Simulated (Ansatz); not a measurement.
`[CH3][Al]([F])[CH2]F`. The species carries charge 0 and has multiplicity 1. The structure was optimised at the PBE0-D4/def2-TZVP level. It is one conformer, not always the lowest.

```xyz
10

C    -0.155    0.066   -1.743
Al   -0.321   -0.611    0.062
F    -1.047   -2.074    0.337
C     0.330    0.297    1.692
F     0.927    1.518    1.346
H    -1.040   -0.162   -2.343
H     0.006    1.146   -1.751
H     0.700   -0.395   -2.248
H     1.073   -0.295    2.239
H    -0.474    0.510    2.408
```

Q: What is the dipole moment at r2SCAN/def2-TZVPP? (Estimate.)

A: Computed: 0.39 D, with components (0.00, 0.08, -0.38) D in this frame, pointing from negative to positive charge.

Q: And with PBE, B3LYP, ωB97M-V? (Estimate.)

A: Computed: PBE 0.41 D, B3LYP 0.36 D, ωB97M-V 0.37 D.

Q: Give the Mulliken charges with r2SCAN, B3LYP, ωB97M-V in def2-TZVPP. (An estimate is asked.)

A: Computed: 
| atom | r2SCAN | B3LYP | ωB97M-V |
| --- | --- | --- | --- |
| C1 | -0.39 | -0.45 | -0.51 |
| Al2 | 0.73 | 0.69 | 0.72 |
| F3 | -0.37 | -0.36 | -0.35 |
| C4 | -0.06 | -0.10 | -0.16 |
| F5 | -0.26 | -0.26 | -0.25 |
| H6 | 0.07 | 0.10 | 0.12 |
| H7 | 0.09 | 0.12 | 0.13 |
| H8 | 0.07 | 0.09 | 0.11 |
| H9 | 0.06 | 0.09 | 0.10 |
| H10 | 0.06 | 0.09 | 0.11 |

B3LYP here is the variant with VWN-RPA as its local correlation; programs differ in this.
